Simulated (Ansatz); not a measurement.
This geometry of CH3ClO2SeSi (9 atoms, charge 0, multiplicity 1) is a first-order saddle point.

These are results of RKS PBE/def2-SVP (Ansatz 0.2.0), not measurements.

```xyz
9
Properties=species:S:1:pos:R:3
Cl -1.700 -2.020 1.085
Si -0.136 -0.740 0.639
Se 1.565 -2.049 -0.126
O -0.991 0.122 -0.871
C -0.560 1.302 -0.758
O 0.130 0.620 1.409
H 2.537 -0.965 0.167
H -1.258 2.139 -0.998
H 0.502 1.545 -0.565
```

Task: Which two structures does it join? (They come from a converged band through this point; their orientation in space is the band's.)

Result: Bonds broken: C5–O6.

First end point:

```xyz
9
Properties=species:S:1:pos:R:3
Cl -1.785 -1.908 1.031
Si -0.207 -0.790 0.312
Se 1.579 -2.166 0.409
O -0.516 0.074 -1.123
C -0.404 1.287 -0.357
O -0.085 0.784 0.953
H 2.458 -1.104 -0.150
H -1.368 1.845 -0.347
H 0.416 1.932 -0.747
```

Last end point:

```xyz
9
Properties=species:S:1:pos:R:3
Cl -1.704 -1.824 1.127
Si 0.030 -0.734 0.771
Se 1.463 -2.200 -0.224
O -0.745 0.177 -0.888
C -0.692 1.411 -0.826
O 0.466 0.520 1.589
H 2.602 -1.279 0.029
H -1.078 2.004 -1.688
H -0.253 1.880 0.093
```

Task: How far does it lie above each of them?

Result: 1.67 eV above the first and 0.36 eV above the second. This is the barrier of this one path; another mechanism may lie lower. The orbitals stay closed-shell, which can raise the energy where a bond breaks towards radicals; this wasn't checked here.

Time of the run: 3.8 min on 2 threads of Arm Neoverse V1, on a shared host, peak memory 0.18 GiB.
